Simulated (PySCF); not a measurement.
A structure optimised at PBE-D3(BJ)/def2-SVPD, used in a PySCF frequency run:

```xyz
9

O      1.2092    -0.3547    -0.8013
B      0.0000     0.0000     0.0000
O     -0.3547    -1.2092     0.8013
O      0.3547     1.2092     0.8013
O     -1.2092     0.3547    -0.8013
H      1.1172    -1.2954    -1.0198
H     -1.2954    -1.1172     1.0198
H      1.2954     1.1172     1.0198
H     -1.1172     1.2954    -1.0198
```
Charge -1, spin multiplicity 1.

Problem. Write its SMILES, formula and point group.

Solution. O[B-](O)(O)O, BH₄O₄, S4

Problem. What are its rotational constants (standard atomic weights)?

Solution. 4.9550, 4.9550, 4.4559 GHz
